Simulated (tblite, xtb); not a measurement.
C$_{2}$H$_{9}$AlO$_{4}$Si, charge -1, doublet, geometry from GFN2-xTB (such geometries of metal compounds can be far from the true shape) (a state made from the parent by changing its charge; the spin is typed, not shown lowest). Base run: GFN1-xTB (xtb).

Geometry (Å):
```xyz
17

Al     0.2961     1.3407     1.4869
C      0.9900     2.7908     0.1252
H      2.0239     2.5940    -0.1947
H      1.0082     3.7887     0.5832
H      0.4075     2.9001    -0.8019
C     -1.7429     1.7958     1.7398
H     -2.3262     1.9578     0.8212
H     -1.8566     2.7157     2.3289
H     -2.2799     1.0174     2.3006
O      0.3015    -0.1603     0.5187
Si     0.0918    -1.1781    -0.6816
O      0.8938    -2.6021    -0.5103
O      0.6537    -0.5861    -2.1060
O     -1.4921    -1.6103    -0.8494
H      0.5783    -3.1381     0.2102
H      1.0587     0.2698    -1.9924
H     -2.0866    -0.8905    -0.6556
```
Charge -1, spin multiplicity 2.
All else is at xtb's defaults.
Base energy -31.50943 Eh.

Programs used: tblite, xtb; a row that names a program was run with it.

Each row names what was changed in the base input (with any setting that the change needs).

| change | ΔE vs base (mEh) | SCF cycles |
|---|---|---|
| base | 0.000 | 11 |
| acc = 0.0001 | 0.000 | 17 |
| program = tblite; method = gfn1; option = (--alpb, water) | -82.463 | - |
| alpb = chcl3 | -79.123 | 10 |
| etemp = 1000 | 0.000 | 11 |
| acc = 30 | 0.000 | 8 |
| file = coord | 0.000 | 11 |
| program = tblite; method = gfn1; option = (--efield, 0,0,0.1) | 0.000 | - |
| etemp = 3000 | -0.206 | 11 |

ALPB and GBSA are two models with their own fitted parameters for each solvent, which aren't always the measured dielectric constant.
